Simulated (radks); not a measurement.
Values are calculated unless marked as measured or tabulated.
Isoelectronic series with 27 electrons, each ion in its NIST ground configuration. Code: a radial shooting solver on a logarithmic mesh with Libxc functionals. Model: scalar-relativistic Kohn-Sham, PBE, spin-polarised, spherical densities, finite nucleus; open shells are filled with parallel spins first (spin-orbit coupling, left out, can overturn this in heavy ions); Fermi nuclear charge, rms radius of each element as measured or else 0.836 A^(1/3) + 0.57 fm. Total energies (hartree) and orbital eigenvalues (eV) (* marks an orbital that is empty in some or all of the ions):

ion    configuration  E (hartree)   4s down*     4s up*
Co      [Ar] 3d7 4s2  -1393.22011    -5.1748    -5.7243
Cu2+        [Ar] 3d9  -1653.76807   -22.1874   -22.4890
Ga4+        [Ar] 3d9  -1939.45697   -50.7397   -51.1085
As6+        [Ar] 3d9  -2250.12831   -87.4961   -87.9245
Br8+        [Ar] 3d9  -2585.85179  -131.9549  -132.4397
Rb10+       [Ar] 3d9  -2946.76130  -183.9157  -184.4547
Nb14+       [Ar] 3d9  -3744.84811  -310.0540  -310.6983
Tc16+       [Ar] 3d9  -4182.44455  -384.2040  -384.9004
Rh18+       [Ar] 3d9  -4646.06007  -465.7668  -466.5152
Ag20+       [Ar] 3d9  -5135.95993  -554.7831  -555.5837
In22+       [Ar] 3d9  -5652.42723  -651.3063  -652.1595
Sb24+       [Ar] 3d9  -6195.76955  -755.4009  -756.3071
I26+        [Ar] 3d9  -6766.31501  -867.1413  -868.1011
Cs28+       [Ar] 3d9   -7364.4177  -986.6114  -987.6256
La30+       [Ar] 3d9   -7990.4537  -1113.904  -1114.973
